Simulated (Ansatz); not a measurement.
Input and output for Cr3N3.

```yaml
crystal:
  periodic: [false, false, false]
  atoms:
    - {symbol: Cr, position_ang: [0.827512, 0.989207, 1.888484]}
    - {symbol: Cr, position_ang: [-0.301401, -0.824122, 0.245672]}
    - {symbol: Cr, position_ang: [-0.517234, 1.693997, -0.226273]}
    - {symbol: N, position_ang: [1.021793, -0.659260, 1.313898]}
    - {symbol: N, position_ang: [-0.367314, -1.178392, -1.683606]}
    - {symbol: N, position_ang: [-0.663356, -0.021431, -1.538176]}
basis:
  gaussian: {orbitals: def2-TZVP}
magnetization: {spin_polarized: true, initial_magnetization: 1}
hamiltonian: {xc: {name: PBE0}, dispersion: d4}
scf: {omitted_lower_state_checks: [starts]}
output: {forces: true}
```

```sh
$ ansatz run in.yaml --threads 4 --pin off --events-out ev --progress --plain --max-ram 4787MiB
```

Output, abridged:

```
Functional definition: PBE0
1932 factors; their error is unknown
mean field evaluation 1: about -89659.2686 eV, gradient 1.2e2 eV
mean field evaluation 2: about -88441.9475 eV, gradient 4.6e2 eV
mean field evaluation 4: about -89494.4035 eV, gradient 2.2e2 eV
mean field evaluation 8: about -89706.0836 eV, gradient 8.9e0 eV
mean field evaluation 16: about -89712.2320 eV, gradient 1.4e-1 eV
mean field -89712.70660022 eV, -3296.8811581013 hartree, gradient 2.2e-5 eV, S^2 6.354849; 0 other end points of the search recorded, 0 dependent functions left out
reference -89712.70664080 eV, -3296.8811595927 hartree; 47, 46 occupied and 181, 182 virtual orbitals, 1932 factors
Total energy: -89712.98166585 eV, -3296.8912665771 hartree
Atom 0 at     0.827512     0.989207     1.888484 Å, force     0.092455     0.287484     0.342208 eV/Å
Atom 1 at    -0.301401    -0.824122     0.245672 Å, force    -0.017285    -0.246605     0.031285 eV/Å
Atom 2 at    -0.517234     1.693997    -0.226273 Å, force    -0.139505     0.398263    -0.131868 eV/Å
Atom 3 at     1.021793    -0.659260     1.313898 Å, force     0.191984    -0.333181     0.108749 eV/Å
Atom 4 at    -0.367314    -1.178392    -1.683606 Å, force    -0.332400     0.993267     0.045105 eV/Å
Atom 5 at    -0.663356    -0.021431    -1.538176 Å, force     0.204751    -1.099228    -0.395479 eV/Å
Dipole moment:    -0.211984     0.529706     0.447667 e Å
Checks for a lower state left out: starts
```

Hardware: 4 threads of INTEL XEON PLATINUM 8581C on a shared host. Wall time 24 s, peak host memory 1.3 GiB.

The charge 0 doublet is spin-contaminated (final ⟨S²⟩ up to 6.35, 0.75 for a pure state).
